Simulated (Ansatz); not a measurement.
## One step, two centres

Four-centre ligand exchange, with the central atom changed down its group and all else kept; in the first member these bonds form or tighten: B–F, H–H; these break or loosen: B–H, F–H.

Gas-phase electronic energies, without zero-point energy, by CCSD(T) at an estimated basis limit (MP2 extrapolated from triple and quadruple zeta, plus CCSD(T) − MP2 in triple zeta); Ansatz 0.2.0, def2-TZVPP and QZVPP, frozen cores, on PBE0-D4/def2-TZVP structures. Extrapolation: Hartree–Fock as exp(−7.88 √X), correlation as X^−2.97. All energies, in eV, count from the separated reactants, without counterpoise correction; the start and end structures are the complexes reached by relaxing down from the saddle, and deeper ones may exist. Brackets give SMILES, or, where every atom is bracketed, only which atoms are joined. Steps whose reference was doubtful or whose search ended elsewhere are left out.

| reactants | products | start structure | saddle | end structure | saddle by PBE-D4/TZ |
| --- | --- | --- | --- | --- | --- |
| BH₃O₂ ([OH][BH][OH]) + HF | BH₂O₂F ([OH][B]([OH])[F]) + H₂ | -0.346 | 1.351 | -1.209 | 0.902 |
| AlH₃O₂ ([OH][AlH][OH]) + HF | AlH₂O₂F ([OH][Al]([OH])[F]) + H₂ | -0.304 | ? | -1.792 | -0.381 |

What is the height of the saddle for AlH₃O₂ ([OH][AlH][OH]) + HF? (To be estimated.)

By the calculation: -0.173 eV relative to the separated reactants, the lower of the two; above its start structure the barrier is -0.173 − (-0.304) ≈ 0.131 eV.

So low a barrier for a moving hydrogen may vanish once zero-point energy is counted.

How do the PBE-D4 saddles lie against the coupled-cluster estimate?

Both lower, by 0.207 to 0.449 eV.

T1 diagnostic: at most 0.014.

For scale, one of the runs: CCSD(T)/def2-TZVPP, 191 basis functions, launched by `ansatz run in.yaml --threads 2 --pin off --events-out ev --progress --plain --max-ram 4352MiB`. The run took 46 s on 2 CPU threads of an Intel Xeon Platinum 8488C (shared host), with 2.2 GiB of host memory at its peak.
